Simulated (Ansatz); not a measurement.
```yaml
crystal:
  periodic: [false, false, false]
  atoms:
    - {symbol: N, position_ang: [1.584823, 0.464537, -0.368833]}
    - {symbol: C, position_ang: [0.439226, -0.124485, -0.013509]}
    - {symbol: N, position_ang: [0.455934, -1.405243, 0.381428]}
    - {symbol: Al, position_ang: [-1.232260, 0.773425, -0.269890]}
    - {symbol: F, position_ang: [-1.085940, 2.294803, -0.802964]}
    - {symbol: H, position_ang: [1.342100, 1.409264, -0.701075]}
    - {symbol: H, position_ang: [-0.233545, -1.845731, 0.885415]}
    - {symbol: H, position_ang: [1.433179, -1.797872, 0.587185]}
    - {symbol: H, position_ang: [-2.722195, 0.300133, 0.200970]}
basis:
  gaussian: {orbitals: def2-TZVPPP, final_grid: {core_spheres: 5, valence_spheres: 4, degree: 11}}
hamiltonian: {xc: {name: r2SCAN}}
```

```sh
$ ansatz run in.yaml --threads 2 --pin off --events-out ev --progress --plain --max-ram 4352MiB
```

Task: How does Ansatz answer? (Best estimate.)

Result: Ansatz gave: The input was rejected before any iteration.
```
Error: <dir> can't be read: No such file or directory (os error 2)
```
